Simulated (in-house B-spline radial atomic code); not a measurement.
Ge: [Ar] 3d10 4s1 4p1 5g1 6d1 (an excited or competing configuration)

Level of theory: Dirac-Hartree-Fock, average of configuration, Fermi nucleus of rms radius 4.0742 fm; calculated with a B-spline radial code for spherical atoms.

Z_r = [3n² - l(l+1)]/(2<r>); Z_e = n√(-2ε); the last column is Slater's effective charge. Values are occupation-weighted means over j.

```csv
shell,electrons,ε (eV),<r> (bohr),Z_r,Z_e,Slater
1s,2,-11204,0.04698,31.93,28.70,31.70
2s,2,-1472.6,0.209,28.71,20.81,27.85
2p,6,-1284.5,0.1836,27.24,19.43,27.85
3s,2,-219.48,0.6225,21.69,12.05,20.75
3p,6,-159.82,0.6459,19.35,10.28,20.75
3d,10,-61.55,0.7193,14.60,6.38,10.85
4s,1,-31.142,1.973,12.17,6.05,6.35
4p,1,-20.977,2.368,9.71,4.97,6.35
5g,1,-0.89149,15.59,1.76,1.28,-
6d,1,-0.86347,21.52,2.37,1.51,1.00
```

The least bound orbital is 6d5/2 at -0.8631 eV, and it is also the most diffuse (<r> = 21.53 bohr).

Spin-orbit splittings of the orbital energies (j = l + 1/2 above j = l - 1/2 when positive): 2p 32.23 eV, 3p 4.55 eV, 3d 0.6571 eV, 4p 0.2718 eV, 5g 3.025e-05 eV, 6d 0.0009367 eV.

For the 1s electron the small component carries 1.34 % of the norm, the zero-frequency Breit interaction raises the level by 16.18 eV, self-energy by 8.385 eV, and vacuum polarisation lowers it by 0.8086 eV.
